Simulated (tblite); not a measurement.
Species: C3H8O3Si2.
Z-matrix (Å and degrees, GFN2-xTB geometry), rows numbered from 1:
```
O 
C   1  1.2049
O   2  1.3356  1  121.94
Si  2  1.9091  1  125.08  3   179.00
C   4  1.9072  2  113.73  1  -122.19
C   5  1.5368  4  106.19  2  -143.34
Si  6  1.9089  5  107.61  4    32.05
O   4  1.6317  2  108.71  1   129.01
H   3  0.9740  2  111.02  1    -1.72
H   4  1.4594  2  110.05  1    10.28
H   5  1.0928  4  109.33  2   -25.78
H   5  1.0895  4  114.55  2    93.95
H   6  1.0920  5  108.80  4   -85.72
H   6  1.0897  5  110.79  4   157.70
H   7  1.4584  6  114.79  5    89.17
H   7  1.4568  6  113.95  5  -135.21
```

Method: GFN2-xTB as coded in tblite; computed harmonic values from a numerical Hessian at the method's own geometry, unscaled. The method is semi-empirical: single wavenumbers can be off by several per cent or more. Modes of hydrogen on silicon can be 10 to 20 % off. One conformer, not necessarily the lowest.

Harmonic wavenumbers (cm⁻¹): 32.1, 59.1, 94.1, 144.7, 168.0, 268.5, 340.2, 384.6, 451.1, 457.8, 483.6, 576.7, 586.9, 640.5, 669.1, 679.6, 685.4, 701.9, 741.9, 760.1, 774.8, 789.1, 818.0, 931.3, 1037.2, 1056.9, 1121.3, 1130.4, 1221.2, 1257.6, 1271.9, 1468.9, 1488.0, 1761.0, 2292.5, 2303.4, 2312.9, 2955.7, 2967.7, 2990.2, 2997.8, 3366.9.

A = 2998, B = 890.7, C = 832.4 MHz; mass 148.001 u (most abundant isotopes); point group C1, symmetry number 1.

Question: Zero-point energy?

Answer: Half the sum of the wavenumbers: 23620 cm⁻¹ = 67.53 kcal/mol.

Question: Give the ideal-gas entropy at 350 K and 1 bar in the rigid-rotor, harmonic-oscillator model (classical rotation).

Answer: Translation 41.71, rotation 29.84, vibration 34.71: S = 106.3 cal/(mol K).

Question: And Cp and H(350 K) − H(0)?

Answer: Cp = 43.66 cal/(mol K), of which vibrations give 35.71 (their classical limit is 42 R = 83.5); H(350 K) − H(0) = 9.03 kcal/mol without the zero-point energy, 6.25 from vibrations.

Question: How do the functions run with temperature in this model?

Answer: 
```csv
T (K),S (cal/(mol K)),Cp (cal/(mol K)),H − H(0) (kcal/mol),G − H(0) (kcal/mol),ln q(vib)
50,60.2,13.5,0.53,-2.49,0.80
100,71.0,17.9,1.31,-5.78,2.11
298.15,99.6,38.8,6.89,-22.82,7.15
373.15,109.1,45.6,10.07,-30.65,9.07
500,123.8,54.6,16.45,-45.44,12.30
750,148.3,66.0,31.65,-79.55,18.32
1000,168.3,73.1,49.10,-119.20,23.78
```

q(vib) and H(0) count from the zero-point level.

Question: Which modes carry the vibrational entropy at 350 K?

Answer: 32.1 cm⁻¹: 6.01; 59.1 cm⁻¹: 4.80; 94.1 cm⁻¹: 3.89; 144.7 cm⁻¹: 3.05; 168.0 cm⁻¹: 2.76; 268.5 cm⁻¹: 1.89 cal/(mol K); the other 36 give 12.30 together.

Question: What must be added to the electronic energy to get the Gibbs energy at 350 K and 1 bar?

Answer: ZPE + [H(350 K) − H(0)] − T·S = 67.53 + 9.03 − 37.19 = 39.37 kcal/mol.

Question: Blend soft modes into free rotors: weight 1/[1 + (100 cm⁻¹/ν̃)⁴] for the oscillator and the rest for a rotor with moment μB/(μ + B), μ = h/(8π²ν), B = 10⁻⁴⁴ kg m². What vibrational entropy results?

Answer: 31.18 cal/(mol K) in place of 34.71, which changes −T·S at 350 K by +1.23 kcal/mol.

Hindered rotation and anharmonicity are outside this model. Other conformers, if any are populated, would add a mixing term that is left out. The structure is chiral; the term R ln 2 for an equal mix with its mirror image is left out.
